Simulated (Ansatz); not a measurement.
Reaction (redistribution): `[NH2][Hf]([NH2])([F])[Cl]` + `OB(Cl)Cl` → `[NH2][Hf]([F])([Cl])[Cl]` + `NB(O)Cl`

Computed with Ansatz on PBE0-D4/def2-TZVP structures; ΔE is electronic, products minus reactants. CCSD(T)/CBS adds triple-zeta CCSD(T) − MP2 to the extrapolated MP2 energy (def2 sets, frozen cores). This one scheme is used for every species. Functionals use def2-TZVPP. B3LYP here is the variant with VWN-RPA as its local correlation; programs differ in this. HSE06 is defined as in plane-wave codes. def2 core potentials past Kr. For Hf outer-core shells are correlated without core-valence functions, which leaves a few kJ/mol of doubt a bond. Each species was taken in one conformer, which may not be the lowest.

```json
{"level": "LDA (SPW92)", "ΔE (kJ/mol)": "-129.5", "difference from CCSD(T)/CBS": "0.2"}
{"level": "PBE-D4", "ΔE (kJ/mol)": "-124.5", "difference from CCSD(T)/CBS": "5.2"}
{"level": "revPBE-D4", "ΔE (kJ/mol)": "-122.4", "difference from CCSD(T)/CBS": "7.3"}
{"level": "BLYP-D4", "ΔE (kJ/mol)": "-125.2", "difference from CCSD(T)/CBS": "4.5"}
{"level": "r2SCAN-D4", "ΔE (kJ/mol)": "-132.4", "difference from CCSD(T)/CBS": "-2.7"}
{"level": "B97M-V", "ΔE (kJ/mol)": "-133.5", "difference from CCSD(T)/CBS": "-3.8"}
{"level": "PBE0-D4", "ΔE (kJ/mol)": "-131.7", "difference from CCSD(T)/CBS": "-2.0"}
{"level": "B3LYP-D4", "ΔE (kJ/mol)": "-131.7", "difference from CCSD(T)/CBS": "-2.0"}
{"level": "r2SCANh-D4", "ΔE (kJ/mol)": "-134.1", "difference from CCSD(T)/CBS": "-4.4"}
{"level": "r2SCAN0-D4", "ΔE (kJ/mol)": "-136.5", "difference from CCSD(T)/CBS": "-6.8"}
{"level": "HSE06-D4", "ΔE (kJ/mol)": "-131.8", "difference from CCSD(T)/CBS": "-2.1"}
{"level": "BHLYP-D4", "ΔE (kJ/mol)": "-139.8", "difference from CCSD(T)/CBS": "-10.1"}
{"level": "CAM-B3LYP-D4", "ΔE (kJ/mol)": "-134.2", "difference from CCSD(T)/CBS": "-4.5"}
{"level": "ωB97X-V", "ΔE (kJ/mol)": "-130.8", "difference from CCSD(T)/CBS": "-1.1"}
{"level": "ωB97M-V", "ΔE (kJ/mol)": "-131.1", "difference from CCSD(T)/CBS": "-1.4"}
{"level": "B2PLYP", "ΔE (kJ/mol)": "-131.8", "difference from CCSD(T)/CBS": "-2.1"}
{"level": "PBE-QIDH", "ΔE (kJ/mol)": "-134.0", "difference from CCSD(T)/CBS": "-4.3"}
{"level": "PBE", "ΔE (kJ/mol)": "-125.2", "difference from CCSD(T)/CBS": "4.5"}
{"level": "revPBE", "ΔE (kJ/mol)": "-123.4", "difference from CCSD(T)/CBS": "6.3"}
{"level": "BLYP", "ΔE (kJ/mol)": "-126.8", "difference from CCSD(T)/CBS": "2.9"}
{"level": "PBE0", "ΔE (kJ/mol)": "-132.3", "difference from CCSD(T)/CBS": "-2.6"}
{"level": "B3LYP", "ΔE (kJ/mol)": "-132.9", "difference from CCSD(T)/CBS": "-3.2"}
{"level": "r2SCANh", "ΔE (kJ/mol)": "-134.3", "difference from CCSD(T)/CBS": "-4.6"}
{"level": "r2SCAN0", "ΔE (kJ/mol)": "-136.8", "difference from CCSD(T)/CBS": "-7.1"}
{"level": "HSE06", "ΔE (kJ/mol)": "-132.3", "difference from CCSD(T)/CBS": "-2.6"}
{"level": "CAM-B3LYP", "ΔE (kJ/mol)": "-134.8", "difference from CCSD(T)/CBS": "-5.1"}
{"level": "LC-ωPBE", "ΔE (kJ/mol)": "-132.3", "difference from CCSD(T)/CBS": "-2.6"}
{"level": "MP2/def2-SVP", "ΔE (kJ/mol)": "-125.3", "difference from CCSD(T)/CBS": "4.4"}
{"level": "CCSD/def2-SVP", "ΔE (kJ/mol)": "-126.9", "difference from CCSD(T)/CBS": "2.8"}
{"level": "CCSD(T)/def2-SVP", "ΔE (kJ/mol)": "-125.1", "difference from CCSD(T)/CBS": "4.6"}
{"level": "HF/def2-TZVPP", "ΔE (kJ/mol)": "-148.6", "difference from CCSD(T)/CBS": "-18.9"}
{"level": "MP2/def2-TZVPP", "ΔE (kJ/mol)": "-127.9", "difference from CCSD(T)/CBS": "1.8"}
{"level": "SCS-MP2/def2-TZVPP", "ΔE (kJ/mol)": "-128.1", "difference from CCSD(T)/CBS": "1.6"}
{"level": "CCSD/def2-TZVPP", "ΔE (kJ/mol)": "-130.1", "difference from CCSD(T)/CBS": "-0.4"}
{"level": "CCSD(T)/def2-TZVPP", "ΔE (kJ/mol)": "-127.9", "difference from CCSD(T)/CBS": "1.8"}
{"level": "HF/def2-QZVPP", "ΔE (kJ/mol)": "-149.0", "difference from CCSD(T)/CBS": "-19.3"}
{"level": "MP2/def2-QZVPP", "ΔE (kJ/mol)": "-129.0", "difference from CCSD(T)/CBS": "0.7"}
{"level": "SCS-MP2/def2-QZVPP", "ΔE (kJ/mol)": "-129.5", "difference from CCSD(T)/CBS": "0.2"}
{"level": "HF/CBS(def2)", "ΔE (kJ/mol)": "-149.1", "difference from CCSD(T)/CBS": "-19.4"}
{"level": "MP2/CBS(def2)", "ΔE (kJ/mol)": "-129.6", "difference from CCSD(T)/CBS": "0.1"}
{"level": "CCSD(T)/CBS", "ΔE (kJ/mol)": "-129.7", "difference from CCSD(T)/CBS": "0"}
```

(1) What do rigid-rotor, harmonic-oscillator terms from PBE0-D4/def2-TZVP frequencies (298.15 K, 1 bar) make of the CCSD(T)/CBS value? (Estimate.)

Largest T1 diagnostic among the species: 0.014.

Results:

(1) The calculation gave: ΔZPE = +6.6 kJ/mol, ΔH = -123.7 kJ/mol, ΔS = -4 J/(mol·K), ΔG = -122.4 kJ/mol.

From BLYP to BHLYP (50 % exact exchange), in def2-TZVPP and without D4, ΔE moves by −13.8 kJ/mol. Leaving LDA and LC-ωPBE aside and taking each functional with its dispersion term where it has one, the values spread over 17.4 kJ/mol, from BHLYP-D4 to revPBE-D4. LDA lies −4.3 kJ/mol from PBE without D4. At CCSD(T), def2-SVP lies +4.6 kJ/mol from the extrapolated value and def2-TZVPP +1.8 kJ/mol.
